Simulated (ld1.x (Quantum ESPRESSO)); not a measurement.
Before and after: TM potential for chlorine

ld1.x (Quantum ESPRESSO) 7.5 input, shortened:

```
&input
   title='Cl', zed=17., rel=0, dft='PBE', iswitch=3,
   config='[Ne] 3s2 3p3.5 3d-2'
 /
 &inputp
   pseudotype=2, tm=.true., lloc=0,
   nlcc=.false.
 /
3
3P  2  1   3.50   0.00  1.10  1.10  0.0
3D  3  2  -2.00   0.25  1.05  1.05  0.0
3S  1  0   2.00   0.00  1.05  1.05  0.0
 &test
   configts(1)='3s2 3p3.5'
 /
```

All-electron outer shells of the reference configuration (PBE, non-relativistic, ld1.x):

```csv
shell,level (eV),outermost node (bohr),outermost maximum (bohr)
3s,-38.16,0.56,1.26
3p,-25.41,0.53,1.37
```

Change: wave 3p (bound): rc 1.10 bohr becomes 3p (bound): rc 1.50 bohr.

Cutoffs: the cutoffs (Ry, on a coarse ladder) from which the occupation-weighted sum of valence levels, in a spherical-Bessel basis at the reference potential, stays within 10 and 1 mRy of its value at 400 Ry; they do not see the model core or the augmentation charge, which bear on the density cutoff. Errors are all-electron minus pseudo energies relative to the spin-unpolarised reference configuration.

**Question.** What does the change do?

**Answer.** The potential gets softer (110 Ry and 200 Ry → 70 Ry and 160 Ry); of the 7 tests that both files solve, the error grows in 2 and shrinks in 0 by more than 15 % and 0.3 meV (median size 8.9 → 13.2 meV); neither file shows a bound ghost. A larger radius leaves more room for a smooth pseudo-wave, so fewer plane waves are needed.

| quantity | base | changed |
| --- | --- | --- |
| cutoff, loose | 110 Ry | 70 Ry |
| cutoff, tight | 200 Ry | 160 Ry |
| loose cutoff by channel (10 mRy a level) | p 70 Ry, s 60 Ry | p 15 Ry, s 60 Ry |
| bound ghosts | none | none |
| error for 3s2 3p5, meV [ΔE -25.09 eV] | +13 | +13 |
| error for 3s2 3p4, meV [ΔE -11.20 eV] | +2.1 | +2.3 |
| error for 3s2 3p3, meV [ΔE 14.26 eV] | +3.0 | +3.3 |
| error for 3s1 3p5, meV [ΔE 1.32 eV] | +8.9 | +18 |
| error for 3s2 3p5.3, meV [ΔE -27.23 eV] | +16 | +16 |
| error for 3s2 3p4.5, meV [ΔE -19.50 eV] | +7.0 | +7.4 |
| error for 3s2 3p2, meV [ΔE 52.58 eV] | +36 | +42 |
